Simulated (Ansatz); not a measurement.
Two isomers of C2H3BClF: A = `C=C(F)BCl`, B = `F[C@H]1B[C@@H]1Cl`.

Computed with Ansatz on PBE0-D4/def2-TZVP structures; ΔE is electronic, products minus reactants. CCSD(T)/CBS adds triple-zeta CCSD(T) − MP2 to the extrapolated MP2 energy (def2 sets, frozen cores). Functionals use def2-TZVPP. B3LYP here is the variant with VWN-RPA as its local correlation; programs differ in this. Each species was taken in one conformer, which may not be the lowest.

A:

```xyz
8

C     0.315   -0.977   -0.830
C     0.477    0.062   -0.012
F     1.718    0.530    0.206
B    -0.707    0.748    0.696
Cl   -0.455    2.098    1.755
H     1.151   -1.456   -1.326
H    -0.683   -1.355   -1.007
H    -1.815    0.351    0.518
```

B:

Z-matrix (Å, degrees):
```
C
B 1 1.541
C 1 1.485 2 61.0
F 1 1.365 2 129.8 3 108.8
H 1 1.095 2 110.8 3 -105.4
H 2 1.182 1 153.1 3 -174.1
Cl 3 1.751 1 124.8 2 -126.8
H 3 1.098 1 112.1 2 94.0
```

Task: Which is lower in electronic energy at CCSD(T)/CBS, and by how much? (Best estimate.)

Result: Computed: A, by 63.2 kcal/mol.

Task: Give E(B) − E(A) in kcal/mol with CCSD(T)/def2-TZVPP, B3LYP-D4, ωB97M-V, HF/def2-TZVPP, BLYP-D4, PBE0-D4, B3LYP. (Best estimate.)

Result: Computed: CCSD(T)/def2-TZVPP 64.3, B3LYP-D4 63.8, ωB97M-V 61.0, HF/def2-TZVPP 66.6, BLYP-D4 64.7, PBE0-D4 59.0, B3LYP 63.8. None reverses the order clearly.

Task: Does the order hold for the free energy at 298.15 K (harmonic terms from PBE0-D4)? (Estimate.)

Result: The calculation gave: Yes: G(B) − G(A) = +62.5 kcal/mol, for one conformer each.

Largest T1 diagnostic: 0.013.

In def2-TZVPP, CCSD(T) changes the Hartree–Fock value by −2.3 kcal/mol (the triples alone add +0.6 kcal/mol) and MP2 by −3.4 kcal/mol. At CCSD(T), def2-SVP lies +3.9 kcal/mol from the extrapolated value and def2-TZVPP +1.1 kcal/mol.
